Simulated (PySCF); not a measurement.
# Optical rotation: `CC[C@H]1[Se]C[C@@H]1F`, C₅H₉FSe

Geometry (Å), atoms numbered from 1 in this order:
```xyz
16

C     2.123   -0.418    0.234
C     1.032   -0.475   -0.831
C    -0.118    0.440   -0.474
Se   -1.693    0.453   -1.716
C    -2.364    0.483    0.145
C    -1.018    0.027    0.689
F    -0.681    0.623    1.882
H     2.533    0.587    0.304
H     2.927   -1.104   -0.016
H     1.724   -0.692    1.207
H     0.662   -1.499   -0.932
H     1.439   -0.170   -1.798
H     0.215    1.474   -0.347
H    -2.594    1.506    0.441
H    -3.211   -0.171    0.337
H    -0.985   -1.054    0.864
```

Theory: PySCF, TDDFT B3LYP/def2-SVPD circular dichroism and optical rotation, one conformer, gas phase. Geometry: GFN2-xTB.

The molecule is flexible and this is one conformer; a measurement averages over conformers. The calculation is non-relativistic, which matters for the atoms heavier than Zn. States above about 6.1 eV (minus the energy of the highest occupied orbital) lie near or above the ionisation threshold and depend on the basis.

Stereocentres: C3 R, C6 S.

Question: What is the specific rotation at 633, 589.3, 546, 436, 405, 365, 355 nm?

Answer: [α] in deg dm⁻¹ (g/mL)⁻¹:
```
λ (nm)  origin-invariant length gauge  modified velocity gauge  length gauge (centre of mass)  isotropic polarisability (au)
   633                          +42.3                    +37.7                          +43.5                           90.6
 589.3                          +49.4                    +43.8                          +50.9                           91.0
   546                          +58.4                    +51.4                          +60.1                           91.5
   436                          +96.3                    +81.5                          +99.2                           93.7
   405                         +113.2                    +92.9                         +116.8                           94.7
   365                         +140.2                   +103.1                         +144.8                           96.5
   355                         +147.2                   +100.7                         +152.2                           97.1
```

The shortest wavelength is close to the first absorption, where this undamped response comes out too large.

Question: And for the mirror image at 589.3 nm?

Answer: -49.4 deg dm⁻¹ (g/mL)⁻¹ (origin-invariant length gauge): the same size and the opposite sign.

Question: What is the molar rotation [Φ] = [α]·M/100 of the geometry above at 589.3 nm?

Answer: With M = 167.10 g/mol, +82.5 deg cm² dmol⁻¹ (origin-invariant length gauge).

The first excitation lies at 3.88 eV (320 nm) with R = -0.2 × 10⁻⁴⁰ esu² cm² (velocity form).
